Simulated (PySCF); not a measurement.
Ag(Cl) cation (AgCl), SMILES [Cl][Ag] (connectivity only; charge and spin as stated), charge +1, multiplicity 2. Atoms are numbered in the order given.

```xyz
2

Ag     0.0000     0.0000    -0.6522
Cl     0.0000     0.0000     1.8032
```
Charge +1, spin multiplicity 2.

Coordinates come from a B3LYP-D3(BJ)/def2-TZVPD optimisation. The multiplicity is an assumed one; other spin states were not compared. The def2 effective core potentials stand for the cores of Ag; spin–orbit coupling is left out.

Computed with B3LYP-D3(BJ)/def2-TZVPD run with PySCF.

Frequencies are harmonic and unscaled.

| mode | ν (cm⁻¹) | IR (km/mol) | moving atoms (share of kinetic energy) |
|---|---|---|---|
| 1 | 189 | 0.1 | Cl 75 %, Ag 25 % |
